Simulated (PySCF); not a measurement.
Job file and geometry (Å, from GFN2-xTB) of an NMR shielding run on `CC(C)N([SiH3])[SiH2]C[SiH3]`, C4H17NSi3, GIAO PBE0/pcSseg-1 NMR shielding, non-relativistic, gas phase (PySCF 2.14.0, density-fitted response routines); density fitting, a coarse starting grid and PySCF grid level 2 are the driver's defaults:

```
{"job": {"kind": "nmr", "xc": "PBE0", "basis": "pcSseg-1"}, "charge": 0, "multiplicity": 1}
C     -2.261810     0.785315     1.380785
C     -1.991311     0.030189     0.083703
C     -2.176446     0.938948    -1.130978
N     -0.674948    -0.591644     0.080653
Si    -0.528962    -2.239655    -0.443507
Si     0.715193     0.350950     0.533430
C      2.252330    -0.315240    -0.343298
Si     3.842871     0.607966     0.093422
H     -1.618265     1.656037     1.462063
H     -3.299322     1.111399     1.409711
H     -2.073642     0.136381     2.231989
H     -2.733453    -0.773444     0.009764
H     -3.192604     1.325550    -1.163741
H     -1.484585     1.775159    -1.087540
H     -1.984307     0.377407    -2.042121
H      0.370085    -2.952557     0.465256
H     -0.024040    -2.318501    -1.820705
H     -1.867039    -2.830446    -0.385644
H      0.531632     1.756740     0.146027
H      0.902887     0.284670     1.992927
H      2.375883    -1.368574    -0.098322
H      2.100304    -0.271822    -1.421258
H      4.112314     0.503401     1.528210
H      3.727015     2.021766    -0.270735
H      4.969287     0.024151    -0.643571
```

Question: Write the output of this run.

Answer: 
```
coarse grid: 20824 points
cycle   1  E = -1085.1054646607  dE =  3.903e-01  |g| = 5.607e-01  |ddm| = 4.317e+00
cycle   2  E = -1085.0576953144  dE =  4.777e-02  |g| = 7.151e-01  |ddm| = 1.188e+00
cycle   3  E = -1085.1781855839  dE = -1.205e-01  |g| = 1.035e-01  |ddm| = 7.978e-01
cycle   4  E = -1085.1802819434  dE = -2.096e-03  |g| = 3.507e-02  |ddm| = 1.242e-01
cycle   5  E = -1085.1805600888  dE = -2.781e-04  |g| = 7.670e-03  |ddm| = 3.600e-02
cycle   6  E = -1085.1805734774  dE = -1.339e-05  |g| = 2.353e-03  |ddm| = 1.003e-02
cycle   7  E = -1085.1805748466  dE = -1.369e-06  |g| = 3.493e-04  |ddm| = 2.170e-03
final grid: 182928 points
cycle   8  E = -1085.2249073194  dE = -4.791e-05  |g| = 8.745e-03  |ddm| = 3.560e-02
cycle   9  E = -1085.2248960788  dE =  1.124e-05  |g| = 1.102e-02  |ddm| = 1.847e-02
cycle  10  E = -1085.2249262002  dE = -3.012e-05  |g| = 1.215e-03  |ddm| = 1.103e-02
cycle  11  E = -1085.2249264948  dE = -2.946e-07  |g| = 3.416e-04  |ddm| = 1.379e-03
cycle  12  E = -1085.2249265191  dE = -2.422e-08  |g| = 6.771e-05  |ddm| = 3.221e-04
cycle  13  E = -1085.2249265200  dE = -9.377e-10  |g| = 2.449e-05  |ddm| = 7.976e-05
converged SCF energy = -1085.2249265200

GIAO shielding tensors (ppm)
atom      isotropic    diamagn.    paramagn.     s11        s22        s33       span
  0 C      160.278     249.206     -88.928    142.297    154.237    184.301     42.004
  1 C      130.879     239.266    -108.387    114.038    116.752    161.847     47.809
  2 C      161.978     248.526     -86.548    139.373    161.275    185.285     45.912
  3 N      241.692     333.797     -92.105    214.864    220.999    289.214     74.350
  4 Si     393.964     882.926    -488.961    331.784    377.502    472.607    140.824
  5 Si     387.688     884.737    -497.049    345.220    387.300    430.544     85.324
  6 C      196.895     262.563     -65.668    195.101    195.943    199.642      4.541
  7 Si     427.224     878.637    -451.413    402.540    406.728    472.405     69.866
  8 H       30.388      31.634      -1.246     26.668     30.344     34.151      7.482
  9 H       30.544      29.446       1.098     26.114     27.743     37.776     11.662
 10 H       30.260      30.984      -0.724     26.524     28.406     35.850      9.325
 11 H       28.514      32.822      -4.309     24.390     28.488     32.662      8.272
 12 H       30.806      29.966       0.840     26.260     28.068     38.089     11.829
 13 H       30.091      31.879      -1.788     26.214     30.413     33.646      7.432
 14 H       30.598      31.587      -0.989     26.602     29.161     36.031      9.428
 15 H       26.820      31.811      -4.991     23.101     25.229     32.131      9.031
 16 H       26.849      31.818      -4.969     23.147     24.852     32.546      9.399
 17 H       27.158      31.509      -4.350     23.963     25.620     31.892      7.929
 18 H       26.678      33.661      -6.983     22.084     28.091     29.860      7.776
 19 H       26.878      33.101      -6.223     22.062     26.823     31.749      9.687
 20 H       31.536      34.445      -2.908     25.348     30.989     38.273     12.925
 21 H       31.633      35.267      -3.634     26.011     30.545     38.343     12.333
 22 H       27.827      28.061      -0.235     24.193     26.220     33.066      8.873
 23 H       27.851      28.142      -0.290     24.067     26.431     33.056      8.989
 24 H       27.572      27.249       0.323     23.772     25.301     33.642      9.870
```

Question: Turn these shieldings into chemical shifts. Shifts are taken against calculated references (same method and geometry level): ¹³C (σ = 186.93 ppm) and ²⁹Si (σ = 349.16 ppm) and ¹H (σ = 31.72 ppm) against TMS; ¹⁵N (σ = 267.73 ppm) vs NH3.

Answer: Averaging equivalent atoms: C 1: 56.0; C 0/2: 25.8; C 6: -10.0; N 3: 26.0; Si 5: -38.5; Si 4: -44.8; Si 7: -78.1; H 18/19: 4.94; H 15/16/17: 4.77; H 22/23/24: 3.97; H 11: 3.20; H 8/9/10/12/13/14: 1.27; H 20/21: 0.13 ppm. Experimental scales use liquid or dissolved standards, which lie at an offset from isolated NH3 (liquid NH3: subtract about 20 ppm).

Size and cost of the density-fitted run: 242 basis functions, 50 s wall time on 1 thread of an Arm Neoverse V2, shared host.
